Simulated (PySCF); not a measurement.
Xe³⁷⁺: fine-structure interval

Xe³⁷⁺ [Ne] 3s2 3p5 [3p1/2^2 3p3/2^3, M_J = 3/2] → Xe³⁷⁺ [Ne] 3s2 3p5 [3p1/2^1 3p3/2^4, M_J = 1/2], as a difference of total energies. Calculation: PySCF 2.14, in an uncontracted even-tempered set (19 s from 7.3 bohr⁻², ratio 2.4; 14 p from 9.5 bohr⁻², ratio 2.4; 5 d from 37 bohr⁻², ratio 2.6; 4 f from 56 bohr⁻², ratio 2.6); the two-component X2C-1e Hamiltonian. Correlated levels: 1s2 frozen; the 56 highest virtual spinors dropped. "Screened" scales the spin-orbit matrix elements by Boettger's factors to mimic the two-electron term; Breit and QED terms are absent.

| method | fine-structure interval (cm⁻¹) |
| --- | --- |
| GHF (screened spin-orbit) | 638760 |
| GMP2 (screened spin-orbit) | 640000 |
| GHF (bare spin-orbit) | 664650 |
